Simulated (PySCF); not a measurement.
# C₆ coefficients of unlike pairs at UHF

Calculated with PySCF 2.14 from the dipole response of each species, C₆(A,B) = (3/π) ∫ α_A(iu) α_B(iu) du, in atomic units, from isotropic polarisabilities. For ions this is the dispersion term alone; charge-induced terms of lower order in 1/R come first.

```tsv
species	configuration	basis	relativity	α (bohr³)	C₆ (like pair)
Al	[Ne] 3s2 3p1 (2P)	dyall-av3z (19s12p3d2f)	none	61.15	552.5
Br³⁺	[Ar] 3d10 4s2 4p2 (3P)	x2c-QZVPPall with one added diffuse shell each of s, p, d, f type (12s9p6d5f1g)	spin-free X2C	6.246	23.93
Bi	[Xe] 4f14 5d10 6s2 6p3 (4S)	aug-cc-pwCVTZ-DK3 with one added diffuse shell each of s, d, f type (12s10p9d6f1g)	spin-free X2C	49.94	604.8
As²⁺	[Ar] 3d10 4s2 4p1 (2P)	aug-cc-pVTZ-PP with one added diffuse shell each of s, d, f type with ECP10MDF (7s5p5d3f)	core potential	10.84	47.27
```

Problem. Estimate C₆ for As²⁺ with Br³⁺.

Solution. The integral gives 32.86. The combination rule 2 C_A C_B / (C_A α_B/α_A + C_B α_A/α_B) gives 32.90 and the geometric mean 33.63.

No spin-orbit coupling is included, so Bi, close to jj coupling, stand for model states.

The other pairs:

```tsv
pair	C₆
Bi, Al	557.4
Br³⁺, Al	92.57
Bi, Br³⁺	112.0
As²⁺, Al	145.1
As²⁺, Bi	165.8
```
